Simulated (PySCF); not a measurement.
Isomers of C5H9NSi. Method used: TDDFT wB97X-D/def2-SVPD, vertical, gas phase, core orbitals frozen in the response in PySCF 2.14.0, density-fitted response routines. Geometries: PBE0-D3(BJ)/def2-SVP; one conformer of each isolated species. Triplets are in the Tamm–Dancoff approximation.

Problem. Rank by computed HOMO–LUMO gap, lowest first.
A. `C#C[C@@H]1C[C@H]1[SiH2]N`
B. `C1C=C[Si@H](N)C=1C`
C. `C=N[Si@@H](C)C#CC`
D. `[SiH2]1CC[C@H]1CC#N`
E. `C#C[C@@H]1CC[Si@H]1N`

Solution. B (8.49 eV), C (9.91 eV), E (10.50 eV), A (10.76 eV), D (11.75 eV).

| SMILES | gap (eV) | S1 (eV) | first f ≥ 0.01 (nm) | α (au) | LUMO (eV) | T1 (eV) | S1 mainly |
| --- | --- | --- | --- | --- | --- | --- | --- |
| CC1=CC=C[Si@@H]1N | 8.49 | 4.13 | 300 | 90.4 | 0.38 | 2.61 | H→L (97%) |
| C=N[Si@@H](C)C#CC | 9.91 | 4.15 | 183 | 95.6 | 1.05 | 3.57 | H→L (92%) |
| C#C[C@@H]1CC[Si@H]1N | 10.50 | 6.09 | 191 | 91.0 | 2.03 | 5.28 | H→L+5 (31%) |
| C#C[C@@H]1C[C@H]1[SiH2]N | 10.76 | 6.24 | 190 | 91.9 | 1.84 | 5.27 | H→L+4 (24%) |
| N#CC[C@@H]1CC[SiH2]1 | 11.75 | 7.20 | 172 | 86.7 | 1.65 | 6.41 | H→L (86%) |

H and L stand for HOMO and LUMO.
